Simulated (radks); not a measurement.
The numbers below are computed, except where a source is named.
Numerical settings for neutral sulfur, [Ne] 3s2 3p4. Level of theory: scalar-relativistic Kohn-Sham, PBE, spin-polarised, spherical densities, point nucleus; open shells are filled with parallel spins first (a radial shooting solver on a logarithmic mesh with Libxc functionals). The defaults (mesh step 0.008 in ln r, mesh end at 40 bohr or more with all orbitals vanishing there, Anderson mixing 0.5 over 9 steps, residual threshold near 1e-9 with the energy settled to 1e-9 hartree or 1e-11 of itself, here a cap of 69 iterations) give E = -399.0772 hartree and 3p at -5.977 eV in 13 iterations. Times are rough (one thread of a shared host). Changes against that run (0 stands for a change within the tolerance of the run):

\begin{tabular}{lrrrrr}
setting & iterations & converged & E (mhartree) & e(3p) (meV) & CPU (s) \\ \hline
mesh step in ln r 0.12 & 4 & no & diverged & - & 0.03 \\
mesh step in ln r 0.08 & 13 & yes & -0.00985 & -0.00413 & 0.03 \\
mesh step in ln r 0.02 & 13 & yes & 0 & 0 & 0.07 \\
mesh end (bohr) 20 & 13 & yes & 0 & 0 & 0.15 \\
mesh end (bohr) 3 & 13 & level above zero & +1.11e+03 & +1.41e+04 & 0.12 \\
residual threshold 1e-13 & 19 & yes & 0 & 0 & 0.2 \\
residual threshold 0.1 & 9 & yes & 0 & -0.0442 & 0.12 \\
mixing 0.05 & 19 & yes & 0 & 0 & 0.22 \\
linear mixing, mixing 1 & 69 & no & 0 & -0.0138 & 0.68 \\
linear mixing, mixing 0.5 & 30 & yes & 0 & 0 & 0.29 \\
mixing history 3 & 17 & yes & 0 & 0 & 0.18 \\
iteration cap 5 & 5 & no & +0.000592 & +11.7 & 0.07 \\
\end{tabular}

Settled on a wrong energy, with an occupied level pushed above zero by the early mesh end: mesh end (bohr) 3 (+1.11 hartree). Apart from these: no run marked as converged misses the energy by more than 1 mhartree. A mesh that ends early acts as a hard wall.
